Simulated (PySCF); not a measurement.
The multiplicity is imposed and other spin states were not computed.

[Cu(C2H4)(H)] (charge 0, multiplicity 1)

Level of theory: TPSSh-D3(BJ)/def2-TZVP // TPSS-D3(BJ)/def2-SVP (PySCF 2.14.0).

```
Property                                                          Result
----------------------------------------  ------------------------------
HOMO                                                            -5.79 eV
dipole moment                                                     4.29 D
HOMO–LUMO gap                                                    3.58 eV
LUMO                                                            -2.21 eV
charge on the central atom (Mulliken)                            -0.31 e
charge on the central atom (meta-Löwdin)                          0.39 e
total energy                                                -46797.16 eV
cost                                      around 80 core-seconds (rough)
```

Bonds (Å): Cu1–C2 2.078, Cu1–C3 2.078, Cu1–H8 1.533, C2–C3 1.377, C2–H4 1.098, C2–H5 1.098, C3–H6 1.098, C3–H7 1.098. Bond angles (°): C2–Cu1–C3 38.7, C2–Cu1–H8 160.6, C3–Cu1–H8 160.7, Cu1–C2–C3 70.7, Cu1–C2–H4 104.7, Cu1–C2–H5 104.7, C3–C2–H4 121.4, C3–C2–H5 121.4, H4–C2–H5 116.3, Cu1–C3–C2 70.6, Cu1–C3–H6 104.7, Cu1–C3–H7 104.7, C2–C3–H6 121.4, C2–C3–H7 121.4, H6–C3–H7 116.3.
